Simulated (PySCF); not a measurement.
## Spinor energies of Kr²²⁺ (krypton, charge +22)

Start: [Ne] 3s2 3p2; 3p1/2 filled at m_j = -1/2, +1/2. Calculated with PySCF 2.14 in an even-tempered Gaussian basis (19 s from 2.7 bohr⁻², ratio 2.4; 13 p from 3.5 bohr⁻², ratio 2.4; 5 d from 14 bohr⁻², ratio 2.6; 4 f from 21 bohr⁻², ratio 2.6): generalised Hartree-Fock with the X2C-1e Hamiltonian and a Gaussian nucleus; one run each with spin-orbit coupling (SO) switched off, then screened by Boettger's factors.

```csv
spinor shell,electrons,"ε, spin-free (eV)","ε, screened SO (eV)",weight of nominal j (screened SO),"rms radius, screened SO (bohr)"
1s1/2,2,-15380.0,-15378.4,1.000,0.0477
2s1/2,2,-2898.1,-2897.2,1.000,0.195
2p1/2,2,-2670.3,-2711.3,1.000,0.171
2p3/2,4,-2670.3,-2649.5,1.000,0.175
3s1/2,2,-1054.1,-1053.6,1.000,0.486
3p1/2,2,-992.93,-995.38,1.000,0.474
```

```json
{"quantity": "E (hartree)", "spin-free": "-2487.14767", "screened SO": "-2487.70042"}
{"quantity": "M_J", "spin-free": "0", "screened SO": "0"}
{"quantity": "⟨J²⟩", "spin-free": "2.001", "screened SO": "0.000"}
{"quantity": "⟨L²⟩", "spin-free": "2.001", "screened SO": "1.334"}
{"quantity": "⟨S²⟩", "spin-free": "2.000", "screened SO": "1.334"}
```

Without spin-orbit coupling the j labels of p, d and f shells carry no meaning; the spin-free column gives the mean over the occupied spinors of each nl shell.
